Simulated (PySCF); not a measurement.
**Spin-rotation constants: SMILES CC1=CO[SiH2]C(=O)OC1, C$_{5}$H$_{8}$O$_{3}$Si**

Cartesian coordinates in Å; atom numbers follow the order of the lines, from 1:
```xyz
17

C    -2.385    0.049   -0.568
C    -1.001   -0.144   -0.032
C    -0.442   -1.347    0.056
O     0.808   -1.610    0.497
Si    2.169   -0.711    0.566
C     1.921    0.853   -0.537
O     2.770    1.236   -1.303
O     0.744    1.509   -0.510
C    -0.261    1.097    0.405
H    -3.024    0.506    0.187
H    -2.821   -0.899   -0.868
H    -2.358    0.714   -1.430
H    -0.971   -2.245   -0.236
H     3.186   -1.541   -0.053
H     2.425   -0.338    1.959
H     0.184    0.940    1.398
H    -0.950    1.943    0.460
```

Level of theory: GIAO PBE0/pcSseg-1 magnetisability, rotational g tensor and spin-rotation constants, non-relativistic, gas phase in PySCF. Geometry: GFN2-xTB.

Question: Give the nuclear spin-rotation constants along the inertial axes (H = +C I·J) beside the isotropic shieldings.

Answer: Rotational constants 2.1616, 1.2276, 0.8775 GHz. A star marks the isotopologue with that one atom substituted, in its own axes.
```tsv
atom	isotope	Caa (kHz)	Cbb (kHz)	Ccc (kHz)	mean (kHz)	σ (ppm)
H10	1H	-0.128	-0.134	-0.021	-0.094	29.9
H11	1H	-0.143	-0.075	-0.060	-0.093	30.1
H12	1H	-0.225	-0.004	-0.069	-0.099	29.5
H13	1H	-0.062	-0.046	-0.039	-0.049	25.1
H14	1H	-0.084	-0.071	-0.031	-0.062	26.7
H15	1H	-0.192	-0.098	0.042	-0.083	26.0
H16	1H	-0.167	-0.072	-0.003	-0.081	26.6
H17	1H	-0.136	-0.009	-0.074	-0.073	27.5
C1	13C*	0.287	0.185	0.130	0.201	166.4
C2	13C*	0.889	0.325	0.190	0.468	66.7
C3	13C*	0.975	0.354	0.249	0.526	36.7
O4	17O*	-0.397	-0.147	-0.074	-0.206	238.3
Si5	29Si*	-1.147	-0.767	-0.527	-0.814	387.3
C6	13C*	0.930	0.567	0.260	0.586	-0.1
O7	17O*	-1.570	-0.666	-0.227	-0.821	-227.2
O8	17O*	-0.735	-0.303	-0.224	-0.421	53.7
C9	13C*	0.425	0.282	0.181	0.296	122.1
```
For the geometry as given, no vibrational averaging.
